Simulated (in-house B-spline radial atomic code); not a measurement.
Values are calculated unless marked as measured or tabulated.
## C6 from the polarisability at imaginary frequency: B II (B+)

wB97X linear response of the closed shell [He] 2s2, from a B-spline radial code for spherical atoms; scalar-relativistic (spin-free one-electron X2C), finite nucleus, no spin-orbit coupling.

The dispersion coefficient of two like species is C6 = (3/π) ∫ α(iu)² du from 0 to ∞.

```
u (hartree)  α(iu) (bohr³)
          0          11.23
     0.0849          10.49
      0.198          8.163
      0.339          5.428
      0.566          2.947
      0.849          1.629
       1.27         0.8583
       1.98         0.4106
       2.83         0.2251
       4.24         0.1146
       7.07        0.04953
       14.1        0.01565
```

Q: Fit one oscillator, α(iu) = α(0)/(1 + u²/ω²), through u = 0.339 and estimate C6.

A: From α(0)/α(iu) − 1 = 11.23/5.428 − 1 = 1.0689, ω = u/√1.0689 = 0.3279 hartree (8.9 eV). London's formula gives C6 = (3/4) α(0)² ω = 0.75 × 11.23² × 0.3279 = 31.01 hartree·bohr⁶, and the oscillator holds f = α(0) ω² = 1.21 electrons, of a sum of oscillator strengths of 4.0.

Q: How does that compare with the full integral?

A: The program's quadrature over all excitations gives C6 = 31.41, so the single oscillator is off by -1.2 %. At the last point the fit gives α = 0.00607 against 0.0156: higher excitations, and deeper shells where there are any, keep the true curve higher at large u.
